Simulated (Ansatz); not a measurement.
Consider the ligand exchange at a Mo–N bond: `C[N](C)[Mo](=[O])(=[O])[F]` + H–F → `[O]=[Mo](=[O])([F])[F]` + `CNC`.

Isolated molecules relaxed with PBE0-D4/def2-TZVP in Ansatz; ΔE leaves out vibrations. CBS: MP2 limit from def2 TZ/QZ plus the TZ coupled-cluster correction, frozen cores. This one scheme is used for every species. Functionals use def2-TZVPP. B3LYP here is the variant with VWN-RPA as its local correlation; programs differ in this. HSE06 is defined as in plane-wave codes. Elements past krypton have def2 core potentials. For Mo outer-core shells are correlated without core-valence functions, which leaves a few kJ/mol of doubt a bond. One conformer a species, not always the lowest.

```json
{"level": "LDA (SPW92)", "ΔE (kcal/mol)": "-2.9", "difference from CCSD(T)/CBS": "-1.7"}
{"level": "PBE-D4", "ΔE (kcal/mol)": "-4.9", "difference from CCSD(T)/CBS": "-3.7"}
{"level": "revPBE-D4", "ΔE (kcal/mol)": "-4.3", "difference from CCSD(T)/CBS": "-3.1"}
{"level": "BLYP-D4", "ΔE (kcal/mol)": "-4.5", "difference from CCSD(T)/CBS": "-3.3"}
{"level": "r2SCAN-D4", "ΔE (kcal/mol)": "-6.2", "difference from CCSD(T)/CBS": "-5.0"}
{"level": "PBE0-D4", "ΔE (kcal/mol)": "-4.3", "difference from CCSD(T)/CBS": "-3.1"}
{"level": "B3LYP-D4", "ΔE (kcal/mol)": "-4.3", "difference from CCSD(T)/CBS": "-3.1"}
{"level": "r2SCANh-D4", "ΔE (kcal/mol)": "-5.7", "difference from CCSD(T)/CBS": "-4.5"}
{"level": "r2SCAN0-D4", "ΔE (kcal/mol)": "-5.1", "difference from CCSD(T)/CBS": "-3.9"}
{"level": "BHLYP-D4", "ΔE (kcal/mol)": "-4.5", "difference from CCSD(T)/CBS": "-3.3"}
{"level": "CAM-B3LYP-D4", "ΔE (kcal/mol)": "-6.4", "difference from CCSD(T)/CBS": "-5.2"}
{"level": "ωB97X-V", "ΔE (kcal/mol)": "-7.6", "difference from CCSD(T)/CBS": "-6.4"}
{"level": "ωB97M-V", "ΔE (kcal/mol)": "-6.5", "difference from CCSD(T)/CBS": "-5.3"}
{"level": "PBE", "ΔE (kcal/mol)": "-7.3", "difference from CCSD(T)/CBS": "-6.1"}
{"level": "revPBE", "ΔE (kcal/mol)": "-9.1", "difference from CCSD(T)/CBS": "-7.9"}
{"level": "BLYP", "ΔE (kcal/mol)": "-9.3", "difference from CCSD(T)/CBS": "-8.1"}
{"level": "r2SCAN", "ΔE (kcal/mol)": "-7.0", "difference from CCSD(T)/CBS": "-5.8"}
{"level": "PBE0", "ΔE (kcal/mol)": "-6.5", "difference from CCSD(T)/CBS": "-5.3"}
{"level": "B3LYP", "ΔE (kcal/mol)": "-8.2", "difference from CCSD(T)/CBS": "-7.0"}
{"level": "r2SCANh", "ΔE (kcal/mol)": "-6.5", "difference from CCSD(T)/CBS": "-5.3"}
{"level": "r2SCAN0", "ΔE (kcal/mol)": "-6.0", "difference from CCSD(T)/CBS": "-4.8"}
{"level": "HSE06", "ΔE (kcal/mol)": "-6.4", "difference from CCSD(T)/CBS": "-5.2"}
{"level": "BHLYP", "ΔE (kcal/mol)": "-8.0", "difference from CCSD(T)/CBS": "-6.8"}
{"level": "CAM-B3LYP", "ΔE (kcal/mol)": "-8.7", "difference from CCSD(T)/CBS": "-7.5"}
{"level": "LC-ωPBE", "ΔE (kcal/mol)": "-9.9", "difference from CCSD(T)/CBS": "-8.7"}
{"level": "RPA@PBE/def2-TZVPP", "ΔE (kcal/mol)": "-2.8", "difference from CCSD(T)/CBS": "-1.6"}
{"level": "HF/def2-SVP", "ΔE (kcal/mol)": "-8.7", "difference from CCSD(T)/CBS": "-7.5"}
{"level": "MP2/def2-SVP", "ΔE (kcal/mol)": "-2.3", "difference from CCSD(T)/CBS": "-1.1"}
{"level": "CCSD/def2-SVP", "ΔE (kcal/mol)": "-3.7", "difference from CCSD(T)/CBS": "-2.5"}
{"level": "CCSD(T)/def2-SVP", "ΔE (kcal/mol)": "-2.5", "difference from CCSD(T)/CBS": "-1.3"}
{"level": "HF/def2-TZVPP", "ΔE (kcal/mol)": "-10.9", "difference from CCSD(T)/CBS": "-9.7"}
{"level": "MP2/def2-TZVPP", "ΔE (kcal/mol)": "0.3", "difference from CCSD(T)/CBS": "1.5"}
{"level": "SCS-MP2/def2-TZVPP", "ΔE (kcal/mol)": "-2.5", "difference from CCSD(T)/CBS": "-1.3"}
{"level": "CCSD/def2-TZVPP", "ΔE (kcal/mol)": "-3.4", "difference from CCSD(T)/CBS": "-2.2"}
{"level": "CCSD(T)/def2-TZVPP", "ΔE (kcal/mol)": "-1.8", "difference from CCSD(T)/CBS": "-0.6"}
{"level": "HF/def2-QZVPP", "ΔE (kcal/mol)": "-11.2", "difference from CCSD(T)/CBS": "-10.0"}
{"level": "MP2/def2-QZVPP", "ΔE (kcal/mol)": "0.6", "difference from CCSD(T)/CBS": "1.8"}
{"level": "SCS-MP2/def2-QZVPP", "ΔE (kcal/mol)": "-2.3", "difference from CCSD(T)/CBS": "-1.1"}
{"level": "HF/CBS(def2)", "ΔE (kcal/mol)": "-11.2", "difference from CCSD(T)/CBS": "-10.0"}
{"level": "CCSD/CBS(def2)", "ΔE (kcal/mol)": "-2.8", "difference from CCSD(T)/CBS": "-1.6"}
{"level": "CCSD(T)/CBS", "ΔE (kcal/mol)": "-1.2", "difference from CCSD(T)/CBS": "0"}
```

Largest T1 diagnostic among the species: 0.025, so the coupled-cluster value is less sure than usual.

At CCSD(T), def2-SVP lies −1.3 kcal/mol from the extrapolated value and def2-TZVPP −0.6 kcal/mol. The D4 term adds +3.9 kcal/mol with B3LYP and +2.2 kcal/mol with PBE0; it sums over pairs of atoms, weighted by their polarisabilities, and B3LYP, whose exchange is more repulsive, gets the larger term.
